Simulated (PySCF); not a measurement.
Stepwise substitution at one centre (Al H-I). All species are isolated molecules in the gas phase. Strings in code marks are SMILES.

The HOMO–LUMO gap from two functionals at the same geometries (B3LYP-D3(BJ)/def2-TZVP), both in PySCF: PBE-D3(BJ)/def2-TZVP and TPSSh-D3(BJ)/def2-TZVP. 

```tsv
species	PBE-D3(BJ)/def2-TZVP (eV)
0 of 3 H replaced by I (`[AlH3]`)	4.78
1 of 3 H replaced by I (`[I][AlH2]`)	3.92
2 of 3 H replaced by I (`[I][AlH][I]`)	4.04
3 of 3 H replaced by I (`[I][Al]([I])[I]`)	3.87
```

**Question.** What does TPSSh-D3(BJ)/def2-TZVP give for each?

**Answer.** 
- 0 of 3 H replaced by I (`[AlH3]`): 6.04
- 1 of 3 H replaced by I (`[I][AlH2]`): 4.92
- 2 of 3 H replaced by I (`[I][AlH][I]`): 4.98
- 3 of 3 H replaced by I (`[I][Al]([I])[I]`): 4.87
Over these rows, drawn at random from the members with no instability flagged (it was tested for open shells, ions and some series alone), PBE minus TPSSh-D3(BJ): mean -1.05 eV, from -1.26 eV to -0.93 eV.
